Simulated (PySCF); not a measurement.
# Electron correlation in Be (beryllium, neutral)

[He] 2s1 3d1, high-spin 3D determinant (an excited configuration). Computed with PySCF 2.14 in aug-cc-pCVTZ-DK with one added diffuse shell each of s, p, d, f type (8s7p5d3f, 75 functions), with the spin-free X2C one-electron Hamiltonian (Gaussian nucleus). Frozen: 1s2; 2 electrons correlated.

With two correlated electrons CCSD is exact within the correlated space (frozen core and kept virtual orbitals).

```
level  correlation energy (mhartree)
 CCSD                          -3.94
```

Diagnostics: T1 = 0.019, D1 = 0.0377, largest double amplitude 0.058.

Is a single reference adequate?

Yes: T1 lies below 0.03 and no double amplitude reaches 0.07.
